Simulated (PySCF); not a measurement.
C2H7FSi2, SMILES F[SiH2]/C=C/[SiH3]. Geometry: PBE-D3(BJ)/def2-SVP. The structure was generated by enumeration; whether it is a known compound was not checked. Other conformers were not sampled.

Computed equilibrium geometry at PBE-D3(BJ)/def2-SVP (PySCF confirms it by a frequency run) as a Z-matrix (one conformer of several):
```
C
C 1 1.3566
H 2 1.1081 1 118.71
H 1 1.1092 2 118.12 3 -179.76
Si 2 1.8703 3 118.93 1 178.96
F 5 1.6439 2 110.32 3 64.00
H 5 1.5018 6 108.51 2 -118.94
H 5 1.5026 7 111.40 6 117.12
Si 1 1.8850 4 117.32 2 179.96
H 9 1.5036 1 109.13 4 179.71
H 9 1.5058 10 109.73 3 121.14
H 9 1.5061 10 109.62 11 118.08
```
